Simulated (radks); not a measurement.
Values are calculated unless marked as measured or tabulated.
Species: Ba+. Configuration: [Kr] 4d10 5s2 5p4 6s1 6p2 (not the ground configuration). Code: a radial shooting solver on a logarithmic mesh with Libxc functionals. Model: scalar-relativistic Kohn-Sham, LDA (Slater exchange, Perdew-Wang correlation), spin-unpolarised, spherical densities, point nucleus.

X-ray form factor f0, the Fourier transform of the density (f0(0) = 55):

| sin(theta)/lambda (1/angstrom) | f0 (electrons) |
|---|---|
| 0.05 | 53.441 |
| 0.1 | 50.209 |
| 0.15 | 47.086 |
| 0.2 | 44.266 |
| 0.25 | 41.501 |
| 0.3 | 38.791 |
| 0.4 | 33.929 |
| 0.5 | 29.934 |
| 0.6 | 26.606 |
| 0.8 | 21.534 |
| 1 | 18.214 |
| 1.25 | 15.429 |
| 1.5 | 13.130 |
| 2 | 9.183 |
